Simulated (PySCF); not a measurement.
AuCl, triplet, at a GFN2-xTB geometry (such geometries of metal compounds can be far from the true shape) (the multiplicity is a formal guess) (core potentials on Au), with bond 2-1 at 1.8 times its length; CASSCF(4,5)/def2-SVP (PySCF).

Here is a job for PySCF.
```python
from pyscf import gto, scf, mcscf
import numpy

mol = gto.M(
    atom='''
Au   -0.00000000   -0.00000000   -0.49312398
Cl    0.00000000    0.00000000    4.51933622
''',
    basis='def2-svp',
    ecp={'Au': 'def2-svp'},
    spin=2,
    verbose=4,
)

mf = scf.ROHF(mol)
mf.kernel()
mc = mcscf.CASSCF(mf, 5, 4)
mc.fix_spin_(ss=2.0)
mc.kernel()
occ = numpy.linalg.eigvalsh(mc.fcisolver.make_rdm1(mc.ci, mc.ncas, mc.nelecas))[::-1]
ss = mc.fcisolver.spin_square(mc.ci, mc.ncas, mc.nelecas)[0]
print('natural occupations', occ.round(4), ' <S^2>', round(ss, 4))
```

Question: What does PySCF print? Leave out banner, timings and long lists.

Answer: 
```
PySCF version 2.14.0

[INPUT] verbose = 4
[INPUT] num. atoms = 2
[INPUT] num. electrons = 36
[INPUT] charge = 0
[INPUT] spin (= nelec alpha-beta = 2S) = 2
[INPUT] symmetry False subgroup None
[INPUT] Mole.unit = angstrom
[INPUT] Symbol           X                Y                Z      unit          X                Y                Z       unit  Magmom
[INPUT]  1 Au     0.000000000000   0.000000000000  -0.493123980000 AA    0.000000000000   0.000000000000  -0.931869267655 Bohr   0.0
[INPUT]  2 Cl     0.000000000000   0.000000000000   4.519336220000 AA    0.000000000000   0.000000000000   8.540307720627 Bohr   0.0

nuclear repulsion = 34.0998695864278
number of shells = 20
number of NR pGTOs = 93
number of NR cGTOs = 50
basis = def2-svp
ecp = {'Au': 'def2-svp'}

******** <class 'pyscf.scf.rohf.ROHF'> ********
method = ROHF
initial guess = minao
damping factor = 0
level_shift factor = 0
DIIS = <class 'pyscf.scf.diis.CDIIS'>
diis_start_cycle = 1
diis_space = 8
diis_damp = 0
SCF conv_tol = 1e-09
SCF conv_tol_grad = None
SCF max_cycles = 50
direct_scf = True
direct_scf_tol = 1e-13
num. doubly occ = 17  num. singly occ = 2
Set gradient conv threshold to 3.16228e-05
init E= -581.636452744645
  HOMO = -0.576890354783775  LUMO = -0.277411929007722  gap/eV = 8.14922
cycle= 1 E= -593.21290603503  delta_E= -11.6  |g|= 1.46  |ddm|= 6.82
  HOMO = 0.114962600868101  LUMO = 0.210617623361211  gap/eV = 2.60291
cycle= 2 E= -592.29651117746  delta_E= 0.916  |g|= 2.38  |ddm|= 3.62
  HOMO = -0.24943691753933  LUMO = 0.0981694600881041  gap/eV = 9.45885
cycle= 3 E= -593.800819227364  delta_E= -1.5  |g|= 0.581  |ddm|= 1.92
  HOMO = -0.249430958692654  LUMO = 0.0240838441212352  gap/eV = 7.44272
cycle= 4 E= -593.588833491537  delta_E= 0.212  |g|= 0.735  |ddm|= 2.01
  HOMO = -0.233044794594706  LUMO = 0.0728327308390351  gap/eV = 8.32335
cycle= 5 E= -593.827225453869  delta_E= -0.238  |g|=  0.5  |ddm|= 1.98
  HOMO = -0.256434291489588  LUMO = 0.045605664840916  gap/eV = 8.21893
cycle= 6 E= -594.07424921499  delta_E= -0.247  |g|= 0.301  |ddm|= 1.16
  HOMO = -0.215875441880495  LUMO = 0.0512988613334223  gap/eV = 7.27018
cycle= 7 E= -594.085276779528  delta_E= -0.011  |g|= 0.224  |ddm|= 0.12
  HOMO = -0.177525692099886  LUMO = 0.0579879955535055  gap/eV = 6.40865
cycle= 8 E= -594.093421124977  delta_E= -0.00814  |g|= 0.146  |ddm|= 0.115
  HOMO = -0.168679517150903  LUMO = 0.0651202846029779  gap/eV = 6.36202
cycle= 9 E= -594.096215788847  delta_E= -0.00279  |g|= 0.112  |ddm|= 0.063
  HOMO = -0.145873072314659  LUMO = 0.0846178720445063  gap/eV = 6.27198
cycle= 10 E= -594.100122443115  delta_E= -0.00391  |g|= 0.0168  |ddm|= 0.177
  HOMO = -0.141675323706262  LUMO = 0.0860952540714275  gap/eV = 6.19795
cycle= 11 E= -594.100202546812  delta_E= -8.01e-05  |g|= 0.00426  |ddm|= 0.0236
  HOMO = -0.140637799539264  LUMO = 0.0866232640636799  gap/eV = 6.18409
cycle= 12 E= -594.100209412832  delta_E= -6.87e-06  |g|= 0.000926  |ddm|= 0.00784
  HOMO = -0.140507161080695  LUMO = 0.0867429806188449  gap/eV = 6.18379
cycle= 13 E= -594.100210034606  delta_E= -6.22e-07  |g|= 0.000321  |ddm|= 0.00221
  HOMO = -0.140455871250671  LUMO = 0.086772231324593  gap/eV = 6.18319
cycle= 14 E= -594.100210276086  delta_E= -2.41e-07  |g|= 9.81e-05  |ddm|= 0.0013
  HOMO = -0.140448797273335  LUMO = 0.0867729106024156  gap/eV = 6.18302
cycle= 15 E= -594.100210331373  delta_E= -5.53e-08  |g|= 3.96e-05  |ddm|= 0.000768
  HOMO = -0.140448000764614  LUMO = 0.0867728713567878  gap/eV = 6.18299
cycle= 16 E= -594.100210338239  delta_E= -6.87e-09  |g|= 9.91e-06  |ddm|= 0.000294
  HOMO = -0.140449302979477  LUMO = 0.0867720476352992  gap/eV = 6.18301
cycle= 17 E= -594.100210338569  delta_E= -3.29e-10  |g|= 3.29e-06  |ddm|= 6.49e-05
  HOMO = -0.14044943499164  LUMO = 0.0867719622609695  gap/eV = 6.18301
Extra cycle  E= -594.100210338581  delta_E= -1.24e-11  |g|= 1.23e-06  |ddm|= 7e-06
converged SCF energy = -594.100210338581

******** <class 'pyscf.mcscf.mc1step.CASSCF'> ********
CAS (3e+1e, 5o), ncore = 16, nvir = 29
max_cycle_macro = 50
max_cycle_micro = 4
conv_tol = 1e-07
conv_tol_grad = None
orbital rotation max_stepsize = 0.02
orbital rotation threshold for CI restart = 0.01
augmented hessian ah_max_cycle = 30
augmented hessian ah_conv_tol = 1e-12
augmented hessian ah_linear dependence = 1e-14
augmented hessian ah_level shift = 1e-08
augmented hessian ah_start_tol = 2.5
augmented hessian ah_start_cycle = 3
augmented hessian ah_grad_trust_region = 3
kf_trust_region = 3
kf_interval = 4
ci_response_space = 4
ci_grad_trust_region = 3
with_dep4 0
natorb = False
canonicalization = True
sorting_mo_energy = False
ao2mo_level = 2
internal_rotation = False
******** <class 'pyscf.fci.addons.SpinPenaltyFCISolver'> ********
max. cycles = 50
conv_tol = 1e-08
davidson only = True
linear dependence = 1e-12
level shift = 0.001
max iter space = 12
nroots = 1
pspace_size = 400
spin = None
CASCI E = -594.100373898724  S^2 = 2.0000000
Set conv_tol_grad to 0.000316228
macro iter   1 ( 21 JK    4 micro), CASSCF E = -594.101610566026  dE = -1.23666730e-03  S^2 = 2.0000000
               |grad[o]|=0.00105  |grad[c]|=0.0126  |ddm|=0.0112  |maxRot[o]|= 0.31
macro iter   2 ( 21 JK    4 micro), CASSCF E = -594.102745181148  dE = -1.13461512e-03  S^2 = 2.0000000
               |grad[o]|=0.00538  |grad[c]|=0.00733  |ddm|=0.00125  |maxRot[o]|=0.159
macro iter   3 ( 21 JK    4 micro), CASSCF E = -594.104097963510  dE = -1.35278236e-03  S^2 = 2.0000000
               |grad[o]|=0.00655  |grad[c]|=0.00744  |ddm|=0.00207  |maxRot[o]|=0.159
macro iter   4 ( 21 JK    4 micro), CASSCF E = -594.105454723365  dE = -1.35675985e-03  S^2 = 2.0000000
               |grad[o]|=0.00713  |grad[c]|=0.00796  |ddm|=0.000984  |maxRot[o]|=0.159
macro iter   5 ( 21 JK    4 micro), CASSCF E = -594.106460056836  dE = -1.00533347e-03  S^2 = 2.0000000
               |grad[o]|=0.00626  |grad[c]|=0.0143  |ddm|=0.000484  |maxRot[o]|=0.289
macro iter   6 ( 21 JK    4 micro), CASSCF E = -594.107244494037  dE = -7.84437201e-04  S^2 = 2.0000000
               |grad[o]|=0.00487  |grad[c]|=0.00458  |ddm|=0.000423  |maxRot[o]|=0.313
macro iter   7 ( 21 JK    4 micro), CASSCF E = -594.107826387226  dE = -5.81893189e-04  S^2 = 2.0000000
               |grad[o]|=0.00352  |grad[c]|=0.00453  |ddm|=0.00206  |maxRot[o]|=0.314
macro iter   8 ( 21 JK    4 micro), CASSCF E = -594.108157577982  dE = -3.31190755e-04  S^2 = 2.0000000
               |grad[o]|=0.00203  |grad[c]|=0.00547  |ddm|=0.00419  |maxRot[o]|=0.314
macro iter   9 ( 20 JK    4 micro), CASSCF E = -594.108389375563  dE = -2.31797582e-04  S^2 = 2.0000000
               |grad[o]|=0.00124  |grad[c]|=0.00653  |ddm|=0.00748  |maxRot[o]|=0.292
macro iter  10 ( 17 JK    4 micro), CASSCF E = -594.108571761995  dE = -1.82386431e-04  S^2 = 2.0000000
               |grad[o]|=0.00124  |grad[c]|=0.0134  |ddm|=0.017  |maxRot[o]|=0.226
macro iter  11 ( 13 JK    4 micro), CASSCF E = -594.108696266285  dE = -1.24504290e-04  S^2 = 2.0000000
               |grad[o]|=0.00177  |grad[c]|=0.0115  |ddm|=0.015  |maxRot[o]|=0.122
macro iter  12 ( 13 JK    4 micro), CASSCF E = -594.108761182691  dE = -6.49164065e-05  S^2 = 2.0000000
               |grad[o]|=0.000981  |grad[c]|=0.00307  |ddm|=0.00756  |maxRot[o]|=0.0954
macro iter  13 (  4 JK    1 micro), CASSCF E = -594.108779220651  dE = -1.80379596e-05  S^2 = 2.0000000
               |grad[o]|=0.00126  |grad[c]|=0.00378  |ddm|=0.00314  |maxRot[o]|=0.033
macro iter  14 (  9 JK    4 micro), CASSCF E = -594.108792129425  dE = -1.29087741e-05  S^2 = 2.0000000
               |grad[o]|=0.000388  |grad[c]|=0.00218  |ddm|=0.00539  |maxRot[o]|=0.0483
macro iter  15 ( 11 JK    4 micro), CASSCF E = -594.108796867871  dE = -4.73844625e-06  S^2 = 2.0000000
               |grad[o]|=0.000751  |grad[c]|=0.000838  |ddm|=0.00258  |maxRot[o]|=0.0271
macro iter  16 (  8 JK    2 micro), CASSCF E = -594.108797853727  dE = -9.85855422e-07  S^2 = 2.0000000
               |grad[o]|=0.000214  |grad[c]|=0.000594  |ddm|=0.00123  |maxRot[o]|=0.0119
macro iter  17 (  5 JK    1 micro), CASSCF E = -594.108798081364  dE = -2.27637770e-07  S^2 = 2.0000000
               |grad[o]|=6.58e-05  |grad[c]|=0.00049  |ddm|=0.000231  |maxRot[o]|=0.004
macro iter  18 (  4 JK    1 micro), CASSCF E = -594.108798222035  dE = -1.40671204e-07  S^2 = 2.0000000
               |grad[o]|=5.49e-05  |grad[c]|=0.000392  |ddm|=0.00019  |maxRot[o]|=0.00304
macro iter  19 (  3 JK    1 micro), CASSCF E = -594.108798312525  dE = -9.04893795e-08  S^2 = 2.0000000
               |grad[o]|=5.2e-05  |grad[c]|=0.000314  |ddm|=0.000154  |maxRot[o]|=0.0024
1-step CASSCF converged in  19 macro (275 JK  62 micro) steps
CASSCF canonicalization
Density matrix diagonal elements [1.99445967 1.         0.99913993 0.00315423 0.00324618]
CASSCF energy = -594.108798312525
CASCI E = -594.108798312525  E(CI) = -3.38947735423926  S^2 = 2.0000000
natural occupations [1.9945 1.     0.9991 0.0032 0.0032]  <S^2> 2.0
```
